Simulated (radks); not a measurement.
Spherical quantum dot in the effective-mass picture: electrons in a parabolic well V = omega^2 r^2 / 2 with omega = 0.169, all in effective atomic units (hartree* = m*/eps^2 hartree, bohr* = eps/m* bohr), one dielectric constant everywhere. Method: non-relativistic Kohn-Sham, exchange-only LDA, spin-polarised, spherical densities; computed with a radial shooting solver with Libxc functionals. Levels are named by radial order and angular momentum (1s, 1p, 1d, 2s, ...), and open shells are averaged over m. Results are scaled to m* = 0.05 and eps = 10, for which hartree* = 13.61 meV and bohr* = 10.58 nm.

N = 28, configuration 1s2 1p6 1d10 2s2 1f(up 7, down 1). This is the lowest configuration that the search found. Occupied and some empty levels:

level,occupation,eigenvalue (meV),<r> (nm)
1s up,1,55.134,66.21
1s down,1,55.308,58.99
1p up,3,55.582,76.63
1p down,3,55.873,72.80
1d up,5,56.174,83.28
1d down,5,56.530,81.40
2s up,1,56.547,62.88
2s down,1,56.712,66.68
1f up,7,56.894,88.32
1f down,1,57.286,87.54
2p up,0,57.480,71.15
2p down,0,57.646,72.25
1g up,0,57.730,92.51
1g down,0,58.137,92.37
2d up,0,58.478,78.57
2d down,0,58.674,78.46

Energy (meV): total 957.414, kinetic 39.100, external 332.17, Hartree 636.50, exchange-correlation -50.358.
